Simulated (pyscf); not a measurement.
`[C]1=[CH][CH2]1` [doublet] -> `[CH]=[C]=[CH2]` [doublet], a ring opening (doublet surface; C–C broken, none formed). PySCF, gas phase, ωB97X-D3(BJ)/def2-SVP geometries. MP2 and CC: frozen core, UHF for open shells. ΔMP2 is the change of the MP2 total energy from the triple- to the quadruple-zeta basis. Energies in kJ/mol from the reactant's lowest minimum found.

Small-basis levels: PySCF, no dispersion term, spherical d functions. AM1 to PM7: differences of heats of formation from MOPAC. GFN2-xTB: tblite. Open shells are spin-unrestricted. 

```csv
level,barrier,reaction energy
MP2/6-31G*,77.2,-147.6
SVWN5/6-31G*,73.3,-144.9
PBE/6-31G*,62.4,-150.8
B3LYP/STO-3G,87.5,-165.9
B3LYP/3-21G,23.4,-220.9
B3LYP/6-31G*,…,-168.6
M06-2X/6-31G*,73.9,-148.0
B3LYP/6-311+G**,39.1,-180.8
PBE/def2-SVP,…,-155.4
GFN2-xTB,67.3,-170.7
PM3,-16.1,-285.0
PM7,-4.8,-265.0
CCSD(T)/def2-TZVPP + ΔMP2(QZVPP),…,-165.2
```

### Question
Some entries are withheld; supply them.

### Answer

- B3LYP/6-31G*, barrier: 52.9
- PBE/def2-SVP, barrier: 61.8
- CCSD(T)/def2-TZVPP + ΔMP2(QZVPP), barrier: 47.4

Against the last row the barrier runs from -63.5 (PM3) to +40.1 kJ/mol (B3LYP/STO-3G). At PM3, PM7 this geometry lies under one side, so the entry may be no barrier of that level: it is a single point on another level's saddle. CCSD(T)/def2-TZVPP + ΔMP2(QZVPP) has limits of its own. cyclic C₃H₃ (SMILES [C]1=CC1) [doublet] lies 168.1 kJ/mol over its isomer HC≡C–CH₂•, and others may lie lower still (electronic energy, ωB97M-D3(BJ)). This is the saddle that the search found; another between the same sides may lie lower. The CCSD(T) − MP2 part came from Ansatz, without density fitting, on the same reference. A UHF reference is spin-contaminated (<S²> up to 1.07), which harms MP2 most.
